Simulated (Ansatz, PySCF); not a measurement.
Process, species as SMILES: [AsH3] (AsH3) + H+ → [AsH4+]
Geometries: B3LYP-D3(BJ)/def2-TZVP minima from Ansatz (a first-principles code).

Property: proton affinity (electronic energy difference), positive where the reaction releases energy, in kcal/mol. Valence correlation only, unless marked. No spin-orbit coupling. Frozen are the shells of the preceding noble gas and the d and f shells that filled before the atom's block. Non-relativistic. CBS(X,Y): correlation extrapolated as X^-3; Hartree-Fock from the larger set.

CCSD(T)/CBS(cc-pVTZ,cc-pVQZ) (Ansatz) gives 187.0 kcal/mol.

Q: Another calculation gave 188.0 kcal/mol. Which level was it?
A) TPSSh/def2-TZVPD (PySCF)
B) PBE/def2-TZVPD (Ansatz)
C) SVWN5/def2-TZVPD (Ansatz)
D) M06-L/def2-TZVPD (PySCF)

A: A, TPSSh/def2-TZVPD (PySCF). The others give 177.0 (SVWN5), 183.5 (PBE), 191.7 (M06-L) kcal/mol.
